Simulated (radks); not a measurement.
Te XXV, configuration [Ar] 3d10. All-electron calculation, scalar-relativistic Kohn-Sham, r2SCAN, spin-polarised, spherical densities, finite nucleus; meta-GGA in the generalised Kohn-Sham scheme; Fermi nuclear charge, rms radius 4.7423 fm. Program: a radial shooting solver on a logarithmic mesh with Libxc functionals. Some entries of the table are withheld. Estimate them.

| orbital | occ. | eigenvalue (eV) | r(max) (bohr) |
|---|---|---|---|
| 1s | 2 | -32453.98 | (1) |
| 2s | 2 | (2) | 0.1012 |
| 2p | 6 | (3) | 0.08114 |
| 3s | 2 | -1683.323 | (4) |
| 3p | 6 | -1519.149 | (5) |
| 3d | 10 | (6) | 0.2341 |

Answer. 
(1) 1s r(max) (bohr): 0.01794
(2) 2s eigenvalue (eV): -5624.278
(3) 2p eigenvalue (eV): -5125.515
(4) 3s r(max) (bohr): 0.2898
(5) 3p r(max) (bohr): 0.2830
(6) 3d eigenvalue (eV): -1275.636
